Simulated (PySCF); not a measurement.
Compound: C₇H₁₁ (doublet state).
Cartesian coordinates in Å at the GFN2-xTB level; atoms count from 1:
```xyz
18
C7H11 angstrom
C     -2.9512   -0.1042   -0.6902
C     -1.9460   -0.5975    0.2744
C     -0.5370   -0.8083   -0.1091
C      0.3232    0.4641    0.1156
C      1.7138    0.2577   -0.2929
C      2.6804   -0.4693   -0.7661
C      3.0430    0.9491   -0.4265
H     -3.9455   -0.4763   -0.4420
H     -3.0183    0.9924   -0.6828
H     -2.6995   -0.4088   -1.7051
H     -2.1984   -0.5922    1.3219
H     -0.0918   -1.6112    0.4850
H     -0.4648   -1.0781   -1.1652
H     -0.0985    1.2961   -0.4570
H      0.2923    0.7477    1.1724
H      3.0609   -1.3842   -1.1459
H      3.1949    1.6710   -1.2231
H      3.6338    1.1582    0.4600
```

The hyperfine couplings belong to this conformer and change with its torsions.

Identity: `C[CH]CCC1=CC1` [radical].

Computed with PySCF 2.14.0, UKS B3LYP, pcH-1 on C H, non-relativistic, mean-field spin-orbit, GIAO. One conformer (not necessarily the lowest) at the GFN2-xTB geometry, without solvent, vibrations or thermal averaging. A GFN2-xTB geometry isn't a minimum of the functional, and hyperfine couplings can be far from their values at a DFT geometry. The SCF solution wasn't tested for stability.

Break the g tensor into its mass correction, gauge correction and orbital-Zeeman/spin–orbit terms.

```tsv
Δg (ppm)	1	2	3
relativistic mass correction	-145	-145	-145
gauge correction	1	28	28
orbital Zeeman/spin–orbit	-20	513	747
total	-164	396	629
```

So g = 2.00216, 2.00272, 2.00295 and g_iso = 2.00261; the tensor is rhombic: the two nearest values differ by 29 % of g3 − g1. Axes: g3 points within 10° of the C2–H11 bond.

At 9.735 GHz, how far is the centre of the isotropic spectrum from where a free electron (g = 2.002319) resonates?

B = hν/(g μB) with μB/h = 13.99624 MHz/mT gives 347.37 mT for the free electron and 347.32 mT at g_iso, 0.05 mT lower.

What effective moment and Curie constant follow for a powder?

With the mean of g² = 4.0104 and S(S+1) = 0.75: μ_eff = √(⟨g²⟩S(S+1)) = 1.734 μB and χT = 0.12505·⟨g²⟩·S(S+1) = 0.376 cm³ K/mol (cgs; spin-Hamiltonian part alone).

How much does each term add to the isotropic shift?

The orbital-Zeeman/spin–orbit term 413, the mass correction -145 and the gauge correction 19 ppm, for a total of 287 ppm. The orbital-Zeeman/spin–orbit term is the largest in size. The mass correction is the same along every axis, so the anisotropy comes from the other two: their spans along these axes are 27 (gauge) and 766 ppm (orbital Zeeman/spin–orbit).

In a frozen sample, at which fields do the three g values resonate at 9.5, 34, 94 and 263 GHz (hyperfine left aside), and which band first spreads them over more than twice a line width of 0.3 mT?

| band | GHz | B(g3) mT | B(g2) mT | B(g1) mT | spread mT |
| --- | --- | --- | --- | --- | --- |
| X | 9.5 | 338.88 | 338.92 | 339.01 | 0.13 |
| Q | 34.0 | 1212.82 | 1212.96 | 1213.30 | 0.48 |
| W | 94.0 | 3353.10 | 3353.49 | 3354.43 | 1.33 |
| J | 263.0 | 9381.55 | 9382.64 | 9385.26 | 3.72 |

The spread grows in proportion to the frequency. W band is the first where it exceeds 0.6 mT.

The Mulliken spin populations are largest on C2 (+1.03), C1 (-0.09), C3 (-0.08) and H9 (+0.06). C2 is the only atom above +0.15. The positive populations add up to 1.22 and the negative ones to -0.22, together 2S = 1. The angles at C2 add up to 358.6°, so it is planar; its axial dipolar tensor and the negative coupling of its proton fit spin in a p orbital normal to that plane.

The HOMO–LUMO gaps are 5.42 eV among the α and 5.35 eV among the β orbitals.
